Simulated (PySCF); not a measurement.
# Excitation energy of In²⁺ by level of theory

In²⁺ [Kr] 4d10 5s1 (2S) → In²⁺ [Kr] 4d10 5p1 (2P), as a difference of total energies. Calculation: PySCF 2.14, in aug-cc-pV5Z-PP with ECP28MDF; a scalar-relativistic core potential. The calculations carry no spin-orbit coupling.

```json
{"method": "UHF", "excitation energy (cm⁻¹)": "56523"}
{"method": "LDA", "excitation energy (cm⁻¹)": "61820"}
{"method": "PBE", "excitation energy (cm⁻¹)": "60196"}
{"method": "PBE0", "excitation energy (cm⁻¹)": "59596"}
{"method": "r2SCAN", "excitation energy (cm⁻¹)": "59632"}
{"method": "BP86", "excitation energy (cm⁻¹)": "60296"}
{"method": "revPBE", "excitation energy (cm⁻¹)": "59666"}
{"method": "r2SCANh", "excitation energy (cm⁻¹)": "59539"}
```
